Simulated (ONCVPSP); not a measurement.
## potassium, ONCV: configuration errors across variants

ONCVPSP 4.0.1 input, shortened (lines: element, Z, core and valence counts, functional; n l f; lmax; l rc ep ncon nbas qcut; lloc lpopt rc5 dvloc0; l nproj debl; icmod fcfact rcfact), Wu-Cohen, scalar-relativistic:

```
  K 19.00    3    3  -118130      upf
    1    0    2.00
    2    0    2.00
    2    1    6.00
    3    0    2.00
    3    1    6.00
    4    0    1.00
    3
    0    1.95    0.00    4    7    6.20
    1    1.50    0.00    4    8    4.60
    2    1.80    0.33    4    7    5.70
    3    2.15    0.46    3    7    5.20
    4    5    1.25   -1.00
    0    2    1.70
    1    2    1.10
    2    2    2.80
    3    1    3.30
    1    0.20    0.00
```

All-electron excitation energies from the reference (eV): (1) 3s2 3p6 4s0 4.173; (2) 3s2 3p6 4s0.5 1.589; (3) 3s2 3p6 4s0 4p1 1.478; (4) 3s2 3p5 4s1 24.947.

A true bound ghost makes a file unfit for plane-wave use even where its test errors are small: the radial tests pick states by their node count and pass the ghost by.

Errors AE − PS in meV (a dash: test not solved or not reliable):

| change | (1) | (2) | (3) | (4) | bound ghosts | GHOST(+) flags above zero |
| --- | --- | --- | --- | --- | --- | --- |
| base | -0.2 | 0.0 | -0.1 | +9.3 | none | f |
| all radii but the core radius scaled by about 0.79 (s 1.54, p 1.18, d 1.42, f 1.70 bohr); local potential polynomial inside 0.98 bohr (lpopt 5, dvloc0 -1 Ha) | -0.1 | 0.0 | 0.0 | +4.4 | none | s, f |
| all radii but the core radius scaled by about 0.87 (s 1.70, p 1.30, d 1.56, f 1.86 bohr); local potential polynomial inside 1.08 bohr (lpopt 5, dvloc0 -1 Ha) | -0.1 | 0.0 | 0.0 | +5.9 | none | s, f |
| all radii but the core radius scaled by about 1.08 (s 2.12, p 1.62, d 1.94, f 2.32 bohr); local potential polynomial inside 1.36 bohr (lpopt 5, dvloc0 -1 Ha) | -0.2 | 0.0 | -0.1 | +13 | none | none |
| all radii but the core radius scaled by about 1.15 (s 2.24, p 1.72, d 2.08, f 2.48 bohr); local potential polynomial inside 1.44 bohr (lpopt 5, dvloc0 -1 Ha) | -0.2 | -0.1 | -0.1 | +16 | none | f |
| all radii but the core radius scaled by about 1.24 (s 2.42, p 1.86, d 2.24, f 2.68 bohr); local potential polynomial inside 1.56 bohr (lpopt 5, dvloc0 -1 Ha) | -0.3 | -0.1 | -0.1 | +21 | none | f |
| all radii but the core radius scaled by about 1.31 (s 2.56, p 1.98, d 2.36, f 2.82 bohr); local potential polynomial inside 1.64 bohr (lpopt 5, dvloc0 -1 Ha) | -0.3 | -0.1 | -0.1 | +27 | f | none |

Problem. Give the same row for: all radii but the core radius scaled by about 0.95 (s 1.86, p 1.42, d 1.70, f 2.04 bohr); local potential polynomial inside 1.18 bohr (lpopt 5, dvloc0 -1 Ha).

Solution. -0.1, 0.0, 0.0, +7.9; bound ghosts: none; GHOST(+) flags above zero: s, f.
